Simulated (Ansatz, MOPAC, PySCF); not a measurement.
Lewis adduct: BH3 (SMILES B) (first 4 atoms) with AsH3 (SMILES [AsH3]); geometry from B3LYP-D3(BJ)/def2-TZVP, rigid monomers moved along the line of their centres of mass till B1···As5 is 2.40 Å.
(charge 0, multiplicity 1):
```xyz
8

B     -0.0052    -0.0598     0.6296
H     -0.8662     0.7776     0.5787
H     -0.3529    -1.1824     0.3770
H      1.0665     0.2658     0.1928
As     0.4320    -0.1893     2.9904
H     -0.6901    -0.5792     3.9222
H      0.9047     1.0469     3.7169
H      1.4803    -1.1545     3.4890
```

Counterpoise-corrected where a basis set is named; no monomer relaxation. Rows marked so take none.

Frozen-core correlation. Filled d and f shells under p-block atoms count as core. CBS(a, b) extrapolates the correlation energy as X⁻³ and adds the Hartree–Fock energy of set b. Rows in 6-31G* carry no dispersion term and start afresh at each structure (6-31G* with six Cartesian d functions); the Pople sets are all-electron and without relativity. The state that PM3 reach isn't checked.

The values were computed with Ansatz (Gaussian orbitals); MOPAC for PM3 (differences of heats of formation); PySCF for 6-31G* rows. 

Task: Give the interaction energy at the level CCSD(T)/CBS(aug-cc-pVDZ, aug-cc-pVTZ).

Result: -984 meV

Task: What is the computed interaction energy (BP86/6-31G* (no counterpoise))?

Result: -1043 meV

Task: Give the interaction energy at the level PM3.

Result: -1335 meV

Ansatz is a first-principles code.
